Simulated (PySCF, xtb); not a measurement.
C3H7BO2, SMILES OB1CC(O)C1.

GFN2-xTB in xtb at its own geometry gives an orbital gap of 5.25 eV and a dipole moment of 1.49 D.

The structure is a stationary point at r2SCAN-D4/def2-SVP. This is a generated structure with no PubChem entry under its InChIKey; it may be hypothetical. One conformer was computed; it need not be the lowest.

Question: What does PBE/def2-TZVP in PySCF give? (The exact figures need the calculation; the answer reports its results.)

Answer: gap 5.17 eV (levels -5.95 and -0.78 eV), dipole 0.91 D.
